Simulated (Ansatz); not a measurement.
The same path of ClH + GeH4O3 (10 atoms, charge 0, multiplicity 1) was run twice with different band settings. Lost on the way: Ge1–H2, Cl9–H10. Made: Ge1–Cl9, H2–H10.

Theory: Ansatz 0.2.0, RKS B3LYP-D4/def2-SVP.

Relaxed end points:

```xyz
10
Properties=species:S:1:pos:R:3
Ge 0.161 -0.474 0.204
H 0.586 -0.592 1.663
O 1.491 -0.443 -0.955
H 1.433 -1.173 -1.588
O -0.701 1.098 0.089
H -0.764 1.421 -0.822
O -0.874 -1.788 -0.387
H -1.696 -1.909 0.108
Cl 0.990 2.785 2.034
H 0.145 2.236 1.189
```

```xyz
10
Properties=species:S:1:pos:R:3
Ge 0.350 0.358 -0.493
H -0.896 -0.295 3.277
O 1.305 -0.169 -1.873
H 1.760 -1.007 -1.708
O -0.861 1.487 -1.082
H -1.143 1.266 -1.981
O -0.299 -1.101 0.258
H -0.595 -0.952 1.168
Cl 1.484 1.449 0.988
H -0.333 0.125 2.981
```

Common settings: movable images 7; climbing image yes; optimiser quadratic models (default); start path through a guess of the saddle point; force threshold 0.05 eV/Å; iteration limit 60; end points relaxed.

| run | spring |
| --- | --- |
| 1 | 5.0 eV/Å² |
| 2 | 0.5 eV/Å² |

Q: What does each run give, and how far can it be trusted?

A: Run 1: converged after 15 iterations, highest image 1.908 eV above the first end. Neighbouring images differ by up to 1.3 eV, so the band resolves the path poorly. A vibrational analysis at the climbing image gives one clearly imaginary mode, 1072i cm⁻¹: a first-order saddle point.
Run 2: converged after 25 iterations, highest image 1.908 eV above the first end. Neighbouring images differ by up to 1.3 eV, so the band resolves the path poorly. Another band between the same ends (7 images) ends at a top of the same energy, where a vibrational analysis finds 1 clearly imaginary mode.
The orbitals stay closed-shell, which can raise the energy where a bond breaks towards radicals; this wasn't checked here.
